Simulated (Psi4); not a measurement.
CHF (SMILES [CH]F), singlet, at a GFN2-xTB geometry; B3LYP/6-31G run with Psi4 1.11.

Input for Psi4:
```
memory 2 GB

molecule {
0 1
  C    -0.56552639    0.43684752   -0.01538265
  F     0.53215338   -0.25729409    0.01555547
  H    -1.39622203   -0.30543829   -0.04770330
}

set basis 6-31g
set ints_tolerance 1e-8

energy('b3lyp')
print_variables()
```

What does Psi4 print? Leave out banner, timings and long lists.


```
   => Loading Basis Set <=

    Name: 6-31G
    Role: ORBITAL
    Keyword: BASIS

         ---------------------------------------------------------
                                   SCF
               by Justin Turney, Rob Parrish, Andy Simmonett
                          and Daniel G. A. Smith
                              RKS Reference
         ---------------------------------------------------------

  ==> Geometry <==

    Molecular point group: cs
    Full point group: Cs

    Geometry (in Angstrom), charge = 0, multiplicity = 1:

       Center              X                  Y                   Z               Mass
    ------------   -----------------  -----------------  -----------------  -----------------
         C           -0.625641541950     0.435415882016     0.000000000000    12.000000000000
         F            0.472463315175    -0.258742847834     0.000000000000    18.998403162730
         H           -1.456949362180    -0.306888235231     0.000000000000     1.007825032230

  Running in cs symmetry.

  Rotational constants: A =     16.60330  B =      1.23014  C =      1.14528 [cm^-1]
  Rotational constants: A = 497754.39135  B =  36878.64456  C =  34334.77926 [MHz]
  Nuclear repulsion =   27.312783322286201

  Charge       = 0
  Multiplicity = 1
  Electrons    = 16
  Nalpha       = 8
  Nbeta        = 8

  ==> Algorithm <==

  SCF Algorithm Type is DF.
  DIIS enabled.
  MOM disabled.
  Fractional occupation disabled.
  Guess Type is SAD.
  Energy threshold   = 1.00e-06
  Density threshold  = 1.00e-06
  Integral threshold = 1.00e-08

  ==> Primary Basis <==

  Basis Set: 6-31G
    Blend: 6-31G
    Number of shells: 12
    Number of basis functions: 20
    Number of Cartesian functions: 20
    Spherical Harmonics?: false
    Max angular momentum: 1

  ==> DFT Potential <==

   => LibXC <=

    Version 7.1.2
    S. Lehtola, C. Steigemann, M. J. T. Oliveira, and M. A. L. Marques,  SoftwareX 7, 1–5 (2018) (10.1016/j.softx.2017.11.002)

   => Composite Functional: B3LYP <=

    B3LYP Hyb-GGA Exchange-Correlation Functional

    P. J. Stephens, F. J. Devlin, C. F. Chabalowski, and M. J. Frisch,  J. Phys. Chem. 98, 11623 (1994) (10.1021/j100096a001)

    Deriv               =              1
    GGA                 =           TRUE
    Meta                =          FALSE

    Exchange Hybrid     =           TRUE
    MP2 Hybrid          =          FALSE

   => Exchange Functionals <=

    0.0800   Slater exchange
    0.7200         Becke 88

   => Exact (HF) Exchange <=

    0.2000               HF

   => Correlation Functionals <=

    0.1900   Vosko, Wilk & Nusair (VWN5_RPA)
    0.8100   Lee, Yang & Parr

   => LibXC Density Thresholds  <==

    XC_HYB_GGA_XC_B3LYP:  1.00E-15

   => Molecular Quadrature <=

    Radial Scheme          =       TREUTLER
    Pruning Scheme         =           NONE
    Nuclear Scheme         =       TREUTLER

    Blocking Scheme        =         OCTREE
    BS radius alpha        =              1
    Pruning alpha          =              1
    Radial Points          =             75
    Spherical Points       =            302
    Total Points           =          65155
    Total Blocks           =            554
    Max Points             =            256
    Max Functions          =             20
    Weights Tolerance      =       1.00E-15

   => Loading Basis Set <=

    Name: (6-31G AUX)
    Role: JKFIT
    Keyword: DF_BASIS_SCF

  ==> Integral Setup <==

  SCF_SUBTYPE=INCORE selected. In-core MEM_DF algorithm will be used.
  Using in-core AOs.

  ==> MemDFJK: Density-Fitted J/K Matrices <==

    J tasked:                   Yes
    K tasked:                   Yes
    wK tasked:                   No
    Algorithm:                 Core
    Schwarz Cutoff:           1E-08
    Mask sparsity (%):       0.0000
    Fitting Condition:        1E-10

   => Auxiliary Basis Set <=

  Basis Set: (6-31G AUX)
    Blend: CC-PVDZ-JKFIT
    Number of shells: 57
    Number of basis functions: 187
    Number of Cartesian functions: 187
    Spherical Harmonics?: false
    Max angular momentum: 3

  Minimum eigenvalue in the overlap matrix is 3.5424983387E-02.
  Reciprocal condition number of the overlap matrix is 1.0585789788E-02.
    Using symmetric orthogonalization.

  ==> Pre-Iterations <==

  SCF Guess: Superposition of Atomic Densities via on-the-fly atomic UHF (no occupation information).

   -------------------------
    Irrep   Nso     Nmo
   -------------------------
     A'        16      16
     A"         4       4
   -------------------------
    Total      20      20
   -------------------------

  ==> Iterations <==

                           Total Energy        Delta E     RMS |[F,P]|

   @DF-RKS iter SAD:  -138.05242047631953   -1.38052e+02   0.00000e+00
   @DF-RKS iter   1:  -138.33771933531094   -2.85299e-01   1.12953e-02 ADIIS/DIIS
   @DF-RKS iter   2:  -138.34941047696719   -1.16911e-02   7.60678e-03 ADIIS/DIIS
   @DF-RKS iter   3:  -138.35686347470292   -7.45300e-03   1.07894e-03 ADIIS/DIIS
   @DF-RKS iter   4:  -138.35694540711725   -8.19324e-05   7.87260e-04 ADIIS/DIIS
   @DF-RKS iter   5:  -138.35700672484907   -6.13177e-05   5.49162e-05 DIIS
   @DF-RKS iter   6:  -138.35700727192614   -5.47077e-07   6.83490e-06 DIIS
   @DF-RKS iter   7:  -138.35700727920414   -7.27800e-09   3.69129e-07 DIIS
  Energy and wave function converged.

  ==> Post-Iterations <==

   Electrons on quadrature grid:
      Ntotal   =   15.9999997799 ; deviation = -2.201e-07

    Orbital Energies [Eh]
    ---------------------

    Doubly Occupied:

       1Ap   -24.767406     2Ap   -10.312902     3Ap    -1.304158
       4Ap    -0.690478     5Ap    -0.546139     1App   -0.509616
       6Ap    -0.468130     7Ap    -0.235298

    Virtual:

       2App   -0.102164     8Ap     0.122578     9Ap     0.157301
       3App    0.520633    10Ap     0.541076    11Ap     0.569961
      12Ap     0.688763    13Ap     0.857138     4App    1.186354
      14Ap     1.222464    15Ap     1.238477    16Ap     1.961910

    Final Occupation by Irrep:
             Ap   App
    DOCC [     7,    1 ]
    NA   [     7,    1 ]
    NB   [     7,    1 ]

  @DF-RKS Final Energy:  -138.35700727920414

   => Energetics <=

    Nuclear Repulsion Energy =             27.3127833222862009
    One-Electron Energy =                -244.2825811820258082
    Two-Electron Energy =                  91.6832698766652783
    DFT Exchange-Correlation Energy =     -13.0704792961298093
    Empirical Dispersion Energy =           0.0000000000000000
    VV10 Nonlocal Energy =                  0.0000000000000000
    Total Energy =                       -138.3570072792041401

Computation Completed

Properties will be evaluated at   0.000000,   0.000000,   0.000000 [a0]

Properties computed using the SCF density matrix

 Multipole Moments:

 ------------------------------------------------------------------------------------
     Multipole            Electronic (a.u.)      Nuclear  (a.u.)        Total (a.u.)
 ------------------------------------------------------------------------------------

 L = 1.  Multiply by 2.5417464519 to convert [e a0] to [Debye]
 Dipole X            :          1.5108043           -1.8115458           -0.3007415
 Dipole Y            :         -0.5120386           -0.0436122           -0.5556508
 Dipole Z            :          0.0000000            0.0000000            0.0000000
 Magnitude           :                                                    0.6318175

 ------------------------------------------------------------------------------------

  Variable Map:
  ----------------------------------------------------------------------------
  "CURRENT ENERGY"              =>    -138.357007279204
  "CURRENT REFERENCE ENERGY"    =>    -138.357007279204
  "DD SOLVATION ENERGY"         =>       0.000000000000
  "DFT FUNCTIONAL TOTAL ENERGY" =>    -138.357007279204
  "DFT TOTAL ENERGY"            =>    -138.357007279204
  "DFT VV10 ENERGY"             =>       0.000000000000
  "DFT XC ENERGY"               =>     -13.070479296130
  "GRID ELECTRONS ALPHA"        =>       7.999999889943
  "GRID ELECTRONS BETA"         =>       7.999999889943
  "GRID ELECTRONS TOTAL"        =>      15.999999779885
  "NUCLEAR REPULSION ENERGY"    =>      27.312783322286
  "ONE-ELECTRON ENERGY"         =>    -244.282581182026
  "PCM POLARIZATION ENERGY"     =>       0.000000000000
  "PE ENERGY"                   =>       0.000000000000
  "SCF ITERATION ENERGY"        =>    -138.357007279204
  "SCF ITERATIONS"              =>       7.000000000000
  "SCF TOTAL ENERGY"            =>    -138.357007279204
  "TWO-ELECTRON ENERGY"         =>      91.683269876665
  "XC GRID RADIAL POINTS"       =>      75.000000000000
  "XC GRID SPHERICAL POINTS"    =>     302.000000000000
  "XC GRID TOTAL POINTS"        =>   65155.000000000000

  Array Variable Map:
  ----------------------------------------------------------------------------
  "CURRENT DIPOLE"              =>      -0.300741547799 ... 0.000000000000 1 by 3
  "SCF DIPOLE"                  =>      -0.300741547799 ... 0.000000000000 1 by 3
  "SCF TOTAL ENERGIES"          =>    -138.052420476320 ... -138.357007279204 1 by 8
```
